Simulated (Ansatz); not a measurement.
The molecule MgSi+, multiplicity 2 (lowest of 2S+1 = 2, 4 at CCSD(T)/def2-TZVPP on PBE0 minima; our sources give no spin for the ground state, which may be another). The T1 diagnostic near the minimum is 0.067, so single-reference values are doubtful.

The constants come from a fifth-degree fit in 1/R (seven points, main isotopes). In def2 and cc sets the state is the lowest found near the PBE0 minimum, followed along R.

Run with Ansatz (a program for electronic structure). Values without a source in brackets are computed.

```
level                 r_e (Å)  ω_e (cm⁻¹)  ω_e x_e (cm⁻¹)
--------------------  -------  ----------  --------------
SVWN5/def2-TZVPP        2.675         286             1.7
PBE/def2-TZVPP          2.716         273             1.7
r2SCAN/def2-TZVPP       2.715           ?             1.9
B97M-V/def2-TZVPP       2.690         282             1.7
PBE0/def2-TZVPP         2.702         279             1.8
BHLYP/def2-TZVPP        2.714         269             1.9
CAM-B3LYP/def2-TZVPP    2.699         273             1.9
wB97M-V/def2-TZVPP          ?           ?             1.7
```

### Question
What belongs in the gaps?

### Answer

- wB97M-V/def2-TZVPP, r_e (Å): 2.696
- wB97M-V/def2-TZVPP, ω_e (cm⁻¹): 280
- r2SCAN/def2-TZVPP, ω_e (cm⁻¹): 272

Doubts at one or more of the structures used: a spin-contaminated determinant (r2SCAN/def2-TZVPP).
